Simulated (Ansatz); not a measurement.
Geometry optimisation, Ansatz 0.2.0, RKS PBE-D4/def2-SVP.

input.yaml

```yaml
crystal:
  periodic: [false, false, false]
  atoms:
    - { symbol: Hf, position_ang: [0.0, 0.0, 0.0] }
    - { symbol: F, position_ang: [0.0, 0.0, 2.33] }
    - { symbol: "N", position_ang: [2.084, 0.0, -0.7359] }
    - { symbol: H, position_ang: [2.5823, -0.918, -0.9166] }
    - { symbol: H, position_ang: [2.5853, 0.918, -0.9082] }
    - { symbol: "N", position_ang: [-1.0409, 1.8034, -0.7359] }
    - { symbol: H, position_ang: [-2.061, 1.7482, -1.0186] }
    - { symbol: H, position_ang: [-0.5204, 2.7241, -0.8065] }
    - { symbol: O, position_ang: [-0.975, -1.6891, -0.6893] }
    - { symbol: H, position_ang: [-1.4296, -2.1548, 0.0831] }
    - { symbol: S, position_ang: [-2.7046, 0.0086, 0.8987] }
    - { symbol: H, position_ang: [-3.4627, -0.8627, 0.1074] }
    - { symbol: H, position_ang: [-1.3064, 0.0042, 2.1468] }
basis:
  gaussian: { orbitals: def2-SVP }
hamiltonian:
  xc: pbe
  dispersion: d4
relax:
  f_tol: 0.15
  max_steps: 25
  restrain:
    - { distance: [0, 10], at: 3.75, k: 30.0 }
    - { distance: [12, 1], at: 2.12, k: 30.0 }
    - { distance: [0, 1], at: 1.98, k: 30.0 }
    - { distance: [12, 10], at: 1.4, k: 30.0 }
```

Run as:

```bash
$ ansatz run input.yaml --threads 4 --pin off --max-ram 5120MiB --backend cpu --events-out ev --progress --plain --runs-dir out
```

Task: Where does it end, and by what steps?

Result: The run converged. The restraints hold the end off the free minimum; the threshold counts their pulls, which the force column leaves out. Restrained pairs: Hf1–S11 (2.85 → 3.75 Å), F2–H13 (1.32 → 2.12 Å), Hf1–F2 (2.33 → 1.98 Å), S11–H13 (1.87 → 1.39 Å). After 20 steps the energy has fallen by 3.566 eV (the restraints' own energy left out); H12 moved furthest, 1.36 Å.

```csv
step,energy less start (eV),largest force component (eV/Å),accepted
0,0.0000,2.014,yes
1,-0.1760,4.043,yes
2,-0.7945,5.285,yes
3,-1.9539,4.707,yes
4,-3.0151,1.437,yes
5,-3.1922,1.021,yes
6,-3.3081,0.774,yes
7,-3.3698,0.395,yes
8,-3.4060,0.436,yes
9,-3.3886,1.489,no
10,-3.4211,0.461,yes
11,-3.4350,0.459,yes
12,-3.4470,0.491,yes
13,-3.4717,0.493,yes
14,-3.5005,0.483,yes
15,-3.5269,0.414,yes
16,-3.4652,1.667,no
17,-3.5456,0.447,yes
18,-3.5570,0.447,yes
19,-3.5581,0.523,yes
20,-3.5662,0.455,yes
```

```xyz
13
Properties=species:S:1:pos:R:3
Hf 0.094 -0.019 -0.029
F -0.051 0.137 1.935
N 2.050 0.092 -0.589
H 2.533 -0.526 -1.250
H 2.751 0.706 -0.156
N -0.795 1.586 -0.927
H -1.787 1.809 -0.775
H -0.408 2.257 -1.599
O -0.585 -1.720 -0.704
H -1.248 -2.166 -1.252
S -3.330 0.255 1.468
H -3.324 -1.106 1.437
H -2.150 0.277 2.194
```

Time of the run: 55 s on 4 threads of Arm Neoverse V1 (shared host), peak memory 0.18 GiB.
